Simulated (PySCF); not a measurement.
An equivalent PySCF input for Tc (technetium, neutral), [Kr] 4d5 5s2, high-spin 6S determinant, with scalar relativity through the core potential:

```python
from pyscf import gto, scf, dft, mp, cc
import basis_set_exchange as bse
txt = bse.get_basis("aug-cc-pVDZ-PP", elements=["Tc"], fmt="nwchem", header=False)
cut = txt.index("\nECP")
mol = gto.M(atom="Tc 0 0 0", charge=0, spin=5, symmetry="D2h",
            basis=gto.basis.parse(txt[:cut]),
            ecp={"Tc": gto.basis.parse_ecp(txt[cut:])})
mf = dft.UKS(mol, xc="BLYP")
mf.irrep_nelec = {'Ag': (4, 2), 'B1g': (1, 0), 'B2g': (1, 0), 'B3g': (1, 0), 'B1u': (1, 1), 'B2u': (1, 1), 'B3u': (1, 1)}
mf.kernel()
```

It reaches the same state as the run whose output follows, with an energy that differs only through the grid. The run itself started from symmetry-adapted Hartree-Fock orbitals and held the occupation by maximum overlap, on a logarithmic radial grid, so the iterations belong to that start.

```
SCF conv_tol = 1e-09
number electrons alpha = 10  beta = 5
XC functionals = BLYP
    A. D. Becke.,  Phys. Rev. A 38, 3098 (1988)
    C. Lee, W. Yang, and R. G. Parr.,  Phys. Rev. B 37, 785 (1988)
    B. Miehlich, A. Savin, H. Stoll, and H. Preuss.,  Chem. Phys. Lett. 157, 200 (1989)
cycle= 1 E= -80.3970004865191  delta_E= -0.012  |g|= 0.0235  |ddm|= 0.435
cycle= 2 E= -80.3969887445504  delta_E= 1.17e-05  |g|= 0.0223  |ddm|= 0.111
cycle= 3 E= -80.3972020424768  delta_E= -0.000213  |g|= 0.00192  |ddm|= 0.0502
cycle= 4 E= -80.3972043915755  delta_E= -2.35e-06  |g|= 4.1e-05  |ddm|= 0.00293
cycle= 5 E= -80.3972043927974  delta_E= -1.22e-09  |g|= 8.89e-07  |ddm|= 0.000103
cycle= 6 E= -80.3972043927978  delta_E= -3.98e-13  |g|= 1.27e-08  |ddm|= 2.92e-06
converged SCF energy = -80.3972043927978  <S^2> = 8.7578283  2S+1 = 6.0026089
```

Energies and moments cover only the electrons outside the core potential.
